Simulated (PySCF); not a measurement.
C6H11NSi2.
Structure used (PBE0-D3(BJ)/def2-SVP), in Å, numbered top down from 1:
```xyz
20
C6H11NSi2 angstrom
C      5.0031   -0.7822   -0.7607
C      3.6427   -0.5234   -0.3337
C      2.4987   -0.3058    0.0255
C      1.2116   -0.0625    0.4296
C      0.0685    0.1551    0.7935
C     -1.3166    0.4063    1.1898
N     -2.2776    0.3550    0.0882
Si    -2.5042    1.8181   -0.8481
Si    -2.8152   -1.2298   -0.4313
H      5.6026   -1.2015    0.0629
H      5.0253   -1.5027   -1.5937
H      5.4957    0.1428   -1.1003
H     -1.3720    1.3933    1.6859
H     -1.6024   -0.3265    1.9678
H     -2.6694    2.9561    0.1088
H     -3.7293    1.6421   -1.6796
H     -1.3536    2.1437   -1.7484
H     -4.0182   -1.0435   -1.2924
H     -3.1537   -2.0218    0.7918
H     -1.7862   -1.9960   -1.2019
```

Theory: TDDFT B3LYP/def2-SVPD, vertical, gas phase, core orbitals frozen in the response (PySCF).

Kohn–Sham orbitals with the atoms that hold most of them (Löwdin shares over 4%, at most four atoms):

```tsv
orbital	ε (eV)	atoms
LUMO+2	0.00	Si8 16%, Si9 16%, C5 9%, C6 6%
LUMO+1	-0.59	C5 20%, C2 20%, C4 17%, C3 16%
LUMO	-0.81	C5 17%, C2 17%, C4 16%, C3 13%
HOMO	-6.68	C2 23%, C5 22%, C3 19%, C4 18%
HOMO-1	-6.70	C5 20%, C2 19%, C3 16%, C4 16%
HOMO-2	-7.18	N7 40%, C6 8%, Si9 7%, Si8 7%
HOMO-3	-9.12	C3 24%, C4 22%, C2 13%, C5 10%
```

(1) The HOMO–LUMO gap is 5.87 eV. Where does the response calculation put the lowest singlet, and from which orbitals?

(2) One configuration dominates each of S4 and S5. Which, and how do the shares of the two leading atoms of either orbital change from the occupied to the empty one?

## Answers

(1) S1 is at 4.50 eV (f = 0.0000), 1.37 eV below the gap, made of HOMO→LUMO (84%). 

(2) 
- S4 (5.44 eV, f 0.047), HOMO-2→LUMO (75%): N7 40% → at most 14%, C6 8% → at most 14%, C5 at most 8% → 17%, C2 at most 8% → 17%
- S5 (5.77 eV, f 0.0009), HOMO-2→LUMO+1 (92%): N7 40% → at most 17%, C6 8% → at most 17%, C5 at most 8% → 20%, C2 at most 8% → 20%

Hardware: Arm Neoverse V1, one thread (shared host). Cost: 7.2 min (grids of density and orbitals included), 1.2 GiB resident at most.

One conformer stands for the species.
